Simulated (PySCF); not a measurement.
# Nuclear quadrupole coupling in `[SiH3]C(=C=S)c1ccccn1`

Compound: C7H7NSSi.
Z-matrix (Å and degrees, GFN2-xTB geometry), rows numbered from 1:
```
Si
C   1  1.9300
C   2  1.2873  1  123.11
S   3  1.5609  2  172.63  1     0.06
C   2  1.4276  1  104.20  3   179.92
C   5  1.3984  2  126.64  1  -179.98
C   6  1.3794  5  117.97  2  -179.97
C   7  1.3921  6  119.51  5    -0.03
C   8  1.3848  7  118.39  6    -0.00
N   9  1.3188  8  122.47  7     0.04
H   1  1.4737  2  103.74  3     0.04
H   1  1.4557  2  108.91  3  -114.98
H   1  1.4557  2  108.91  3   115.05
H   6  1.0790  5  120.11  2     0.01
H   7  1.0804  6  120.33  5  -179.97
H   8  1.0781  7  121.02  6   180.00
H   9  1.0821  8  121.50  7  -179.98
```

Field gradients from the PBE0/pcSseg-1 density (PySCF, non-relativistic), principal values in atomic units, ordered |Vxx| ≤ |Vyy| ≤ |Vzz|:

```json
{"atom": "S4", "Vxx": "0.6072", "Vyy": "1.1514", "Vzz": "-1.7586"}
{"atom": "N10", "Vxx": "0.3564", "Vyy": "0.5735", "Vzz": "-0.9298"}
```

Find the asymmetry η = (Vxx − Vyy)/Vzz and the couplings χ = eQV/h (234.96 MHz × Q in barn × V in au), with Q(33S) = −0.0678 b, Q(14N) = 0.02044 b.

| atom | environment | nucleus | η | χzz (MHz) | χxx (MHz) | χyy (MHz) |
| --- | --- | --- | --- | --- | --- | --- |
| S4 | sulfur bonded to C | 33S | 0.31 | 28.02 | -9.67 | -18.34 |
| N10 | pyridine-type nitrogen | 14N | 0.23 | -4.466 | 1.711 | 2.754 |

The tensor is traceless: Vxx + Vyy + Vzz = 0.

What is Vzz at S4 in SI units (1 au = 9.71736 × 10²¹ V/m²)?

-1.7586 au = -17.089 × 10²¹ V/m².

What couplings would deuterons (Q(2H) = 0.00286 b) have in place of the hydrogens, at this geometry?

| atom | bonded to | bond length (Å) | Vzz (au) | η | χzz (kHz) |
| --- | --- | --- | --- | --- | --- |
| H11 | Si1 | 1.474 | 0.1538 | 0.03 | 103 |
| H12 | Si1 | 1.456 | 0.1701 | 0.04 | 114 |
| H13 | Si1 | 1.456 | 0.1701 | 0.04 | 114 |
| H14 | C6 | 1.079 | 0.3261 | 0.07 | 219 |
| H15 | C7 | 1.080 | 0.3238 | 0.05 | 218 |
| H16 | C8 | 1.078 | 0.3302 | 0.07 | 222 |
| H17 | C9 | 1.082 | 0.3179 | 0.06 | 214 |

Geometry: GFN2-xTB, one conformer, isolated molecule. GFN2-xTB bond lengths can be off by several hundredths of an ångström, more for odd bonds, and the gradients follow them. With a basis this small, the couplings can be 20 % off.

These values come from a run that also computed NMR shieldings. On an AMD EPYC 9R45 with one thread, no GPU (shared host), this took 24 s and 0.97 GiB of memory at its peak.
